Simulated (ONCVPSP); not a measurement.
## Sr (Z = 38), ONCV: configuration errors across variants

ONCVPSP 4.0.1 input, shortened (lines: element, Z, core and valence counts, functional; n l f; lmax; l rc ep ncon nbas qcut; lloc lpopt rc5 dvloc0; l nproj debl; icmod fcfact rcfact), BLYP, scalar-relativistic:

```
  Sr 38.00    6    2  -106131      upf
    1    0    2.00
    2    0    2.00
    2    1    6.00
    3    0    2.00
    3    1    6.00
    3    2   10.00
    4    0    2.00
    4    1    6.00
    2
    0    1.80    0.00    5    8    5.90
    1    1.70    0.00    3    7    5.10
    2    1.70    0.31    4    7    6.70
    2    5    1.70    0.00
    0    2    1.10
    1    3    3.00
    2    0    1.60
    3    3.75    1.25
```

In the s channel the program set the typed energies aside and used -2.005, 0.250 Ha. In the d channel the program set the typed energies aside and used 0.050 Ha.

All-electron excitation energies from the reference (eV): (1) 4s2 4p6 5s2 -16.935; (2) 4s2 4p6 5s1 -11.126; (3) 4s2 4p6 5s1.5 -14.655.

Errors AE − PS in meV (a dash: test not solved or not reliable):

```
     change   (1)   (2)   (3)  bound ghosts  GHOST(+) flags above zero
       base  +2.0  +1.3  +1.7          none                          s
  p: qcut 3  +1.9  +1.2  +1.6          none                          s
p: qcut 4.1  +2.1  +1.3  +1.7          none                          s
p: qcut 4.5  +2.1  +1.3  +1.7          none                          s
p: qcut 5.2  +2.0  +1.3  +1.7          none                          s
p: qcut 6.3  +1.9  +1.2  +1.6          none                          s
p: qcut 6.9  +1.8  +1.2  +1.6          none                          s
```

Problem. Give the same row for: p: qcut 7.5.

Solution. +1.7, +1.1, +1.5; bound ghosts: none; GHOST(+) flags above zero: s.
